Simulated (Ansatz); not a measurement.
Gas-phase reaction (SMILES): COBOC [dimethoxyborane] → [CH2]OBOC + H atom; the C-H bond at the site shown breaks (other sites are not compared here).

Geometries: B3LYP-D3(BJ)/def2-TZVP minima from Ansatz (a program for electronic structure), one conformer each, not searched for the lowest. Correlated levels leave the core frozen unless marked. Open shells are spin-unrestricted. Spin-orbit coupling is left out. No relativistic terms. CBS marks a two-point X^-3 extrapolation of the correlation energy; Hartree-Fock from the larger set. [CCSD(T)-MP2]/basis is that difference in the basis named. Thermal terms are rigid-rotor harmonic-oscillator values from B3LYP-D3(BJ) frequencies (Ansatz) at 298.15 K and 1 atm. 1 Eh = 627.5095 kcal/mol. Atoms have translation alone. Electronic entropy comes from spin alone.

| species | E, RI-MP2/CBS(cc-pVTZ,cc-pVQZ)+[CCSD(T)-MP2]/cc-pVTZ (Ansatz) (Eh) | E, PBE0-D4/def2-TZVPD (Ansatz + dftd4) (Eh) | H - E (Eh) | G - E (Eh) |
|---|---|---|---|---|
| COBOC | -255.52801 | -255.60793 | 0.10627 | 0.06790 |
| [CH2]OBOC | -254.85879 | -254.94642 | 0.09170 | 0.05233 |
| H atom | -0.49995 | -0.50104 | 0.00236 | -0.01065 |

Question: Work out ΔE and ΔH, ΔG, ΔS and the equilibrium constant at 298.15 K at the first level, then ΔH at the second.

Answer: 
1. ΔE = [(-254.85879) + (-0.49995)] - [(-255.52801)] = 0.16927 Eh = 106.2 kcal/mol at RI-MP2/CBS(cc-pVTZ,cc-pVQZ)+[CCSD(T)-MP2]/cc-pVTZ.
2. The terms H - E add up to -0.01221 Eh, so ΔH = (0.16927 + (-0.01221))×627.5095 = 98.6 kcal/mol.
3. The terms G - E add up to -0.02622 Eh, so ΔG = 89.8 kcal/mol, and ΔS = (-0.01221 - (-0.02622))×627509.5/298.15 = 29.5 cal/(mol K).
4. log10 K = -ΔG/(RT ln 10) = -65.8, with RT ln 10 = 1.3642 kcal/mol.
5. With ΔH and ΔS taken as constant, ΔG changes sign near ΔH/ΔS = 3340 K, a rough figure that leaves out heat capacities.
6. At PBE0-D4/def2-TZVPD the same steps give ΔE = 100.7 and ΔH = 93.0 kcal/mol, a shift of -5.6 from the first level.
7. These values are not checked against measurement here, since the tables used lack a sound gas-phase enthalpy of formation for at least one species.
